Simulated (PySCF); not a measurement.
**Basis and Hamiltonian dependence of the ionisation energy of Au(2+)**

Au(2+) [Xe] 4f14 5d9 (2D) → Au(3+) [Xe] 4f14 5d8 (3F). Calculated with PySCF 2.14 from differences of total energies of unrestricted determinants, without spin-orbit coupling. Values in eV.

| basis | Hamiltonian | functions | UHF | PBE | PBE0 | MP2 (valence) | CCSD(T) (valence) | CCSD(T) (valence and next inner shell) |
| --- | --- | --- | --- | --- | --- | --- | --- | --- |
| cc-pVDZ-PP with ECP60MDF | ECP | 38 | 30.867 | n/a | n/a | 32.273 | n/a | n/a |
| aug-cc-pVDZ-PP with ECP60MDF | ECP | 54 | 30.865 | 32.875 | 32.700 | 32.409 | 32.302 | n/a |
| def2-TZVPPD with the def2 core potential (60 electrons) | ECP | 59 | 30.900 | 32.908 | 32.731 | 32.628 | 32.499 | 32.451 |
| aug-cc-pwCVDZ-PP with ECP60MDF | ECP | 70 | 30.837 | 32.848 | 32.672 | 32.463 | 32.325 | 32.212 |
| ANO-RCC-VTZP | spin-free X2C | 84 | 30.943 | 32.911 | 32.744 | 32.638 | 32.531 | 32.532 |
| aug-cc-pVTZ-PP with ECP60MDF | ECP | 88 | 30.836 | 32.848 | 32.667 | 32.634 | 32.501 | n/a |
| def2-QZVPPD with the def2 core potential (60 electrons) | ECP | 88 | 30.896 | 32.902 | 32.724 | 32.696 | 32.559 | n/a |
| x2c-TZVPPall | spin-free X2C | 97 | 30.882 | 32.899 | 32.713 | 32.553 | 32.444 | 32.450 |
| x2c-TZVPPall with one added diffuse shell each of s, p, d, f type | spin-free X2C | 113 | 30.881 | 32.897 | 32.712 | 32.554 | 32.445 | 32.451 |
| aug-cc-pVTZ-PP with one added diffuse shell each of s, p, d, f, g type with ECP60MDF | ECP | 113 | 30.835 | 32.847 | 32.667 | 32.636 | n/a | n/a |
| aug-cc-pwCVTZ-PP with ECP60MDF | ECP | 122 | 30.826 | 32.844 | 32.664 | 32.660 | n/a | n/a |

Frozen in the all-electron rows: valence: [Xe] 4f14; valence and next inner shell: [Kr] 4d10 4f14; with a core potential, the same shells as far as they lie outside it.

Between the lowest levels the reference is 30 ± 1.6 eV (theoretical estimate listed by NIST; NIST Atomic Spectra Database, ionization energies); it includes spin-orbit coupling, which these numbers lack.
